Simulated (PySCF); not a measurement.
Species: C₈H₈.
Geometry (GFN2-xTB, Å), atoms numbered from 1 in this order:
```
atom  x, y, z in Å
C1    -1.473   -0.713    0.495
C2    -0.499   -1.600    0.331
C3     0.628   -1.472   -0.597
C4     1.523   -0.491   -0.601
C5     1.550    0.647    0.322
C6     0.576    1.534    0.488
C7    -0.706    1.541   -0.223
C8    -1.600    0.560   -0.221
H9    -2.300   -0.943    1.159
H10   -0.542   -2.545    0.863
H11    0.744   -2.304   -1.283
H12    2.359   -0.534   -1.290
H13    2.488    0.780    0.849
H14    0.730    2.379    1.150
H15   -0.936    2.472   -0.730
H16   -2.550    0.700   -0.725
```

The calculation used PBE0/def2-SVPD in PySCF (dipole) on a GFN2-xTB geometry, gas phase.

Take the most abundant isotopes and a rigid rotor. The values belong to one conformer with, in the numbering `[CH:1]1=[CH:2]\[CH:3]=[CH:4]/[CH:5]=[CH:6]\[CH:7]=[CH:8]/1`, C1–C2–C3–C4 59°, C3–C4–C5–C6 -59°, C5–C6–C7–C8 59°, C2–C1–C8–C7 -59°.

Question: Give the principal moments of inertia and the rotational constants in cm⁻¹.

Answer: Ia = 182.76, Ib = 182.98, Ic = 316.44 u·Å²; 505379 MHz·u·Å²/I gives 2765, 2762 and 1597 MHz, that is A = 0.09224, B = 0.09213, C = 0.05327 cm⁻¹.

Question: Classify the top.

Answer: An oblate symmetric top, as the point group D2d requires two equal moments; the computed ones differ by 0.12 % because the geometry is symmetric only within the optimiser's tolerance. Ray's parameter κ = (2B − A − C)/(A − C) = 0.995; −1 is the prolate and +1 the oblate limit.

Question: What does the inertial defect say?

Answer: Not planar: Δ = Ic − Ia − Ib = -49.30 u·Å². For a rigid frame Δ = −2 Σ m c², so Σ m c² = 24.65 u·Å² lies off the ab plane: 8.29 from hydrogen and 16.36 from heavier atoms. The atom farthest from that plane is 1.02 Å away.

Question: Give the other two planar moments, Paa and Pbb, and the rms extents of the mass along the axes.

Answer: Paa = Σ m a² = (Ib + Ic − Ia)/2 = 158.33 and Pbb = Σ m b² = (Ia + Ic − Ib)/2 = 158.12 u·Å². With the mass M = 104.06 u, the rms extents √(P/M) along a, b and c are 1.23, 1.23, 0.49 Å.

The point group D2d allows no dipole (computed: 0.00 D), so a rigid rotor has no electric-dipole lines.

Question: Estimate the classical rotational partition function at 10 K, 25 K and 50 K.

Answer: Point group D2d, symmetry number σ = 4; q = (√π/σ)·√((kT/h)³/(ABC)), k/h = 20836.6 MHz/K: 382 at 10 K, 1510 at 25 K, 4270 at 50 K.

No frequency check. Zero-point vibration and centrifugal distortion are left out.
